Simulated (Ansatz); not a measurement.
```yaml
crystal:
  periodic: [false, false, false]
  atoms:
    - {symbol: C, position_ang: [-0.068627, 0.977409, -0.160107]}
    - {symbol: Ga, position_ang: [-0.754100, -2.501190, -1.455348]}
    - {symbol: C, position_ang: [0.292187, -0.313764, 0.545193]}
    - {symbol: O, position_ang: [-0.081629, -1.439005, -0.184616]}
    - {symbol: H, position_ang: [0.429371, 1.037008, -1.131122]}
    - {symbol: H, position_ang: [0.237037, 1.842282, 0.435219]}
    - {symbol: H, position_ang: [-1.147701, 1.037926, -0.322672]}
    - {symbol: H, position_ang: [-0.193435, -0.343249, 1.530162]}
    - {symbol: H, position_ang: [1.375295, -0.343817, 0.726291]}
basis:
  gaussian: {orbitals: def2-mTZVP, final_grid: {core_spheres: 8, valence_spheres: 7, degree: 23}}
hamiltonian: {xc: {name: TPSS}}
accuracy: high
scf: {lower_state_search: light}
output: {forces: true}
```

```sh
$ ansatz run in.yaml --threads 2 --pin off --events-out ev --progress --plain --max-ram 4352MiB
```

(1) How does Ansatz answer? (Estimate.)

Results:

(1) Computed: The program refused the input.
```
Error: YAML parse error: error: line 15 column 19: hamiltonian.xc: no functional is named "TPSS"; the names, which are not case-sensitive, are SVWN5, SPW92, PBE, PBE0, PBEsol, revPBE, revPBE0, RPBE, rPW86-PBE, HSE06, wPBEh, LC-wPBE, HISS, HF, BLYP, B3LYP, B3LYP5, BHLYP, CAM-B3LYP, r2SCAN, r2SCANh, r2SCAN0, r2SCAN50, m-r2SCAN, B97, wB97, wB97X, wB97X-V, B97M-V, wB97M-V, B2PLYP, B2GP-PLYP, PBE0-DH, PBE-QIDH
13 | basis:
14 |   gaussian: {orbitals: def2-mTZVP, final_grid: {core_spheres: 8, valence_spheres: 7…
15 | hamiltonian: {xc: {name: TPSS}}
16 | accuracy: high
17 | scf: {lower_state_search: light}
```

HSE06 is defined as in plane-wave codes.
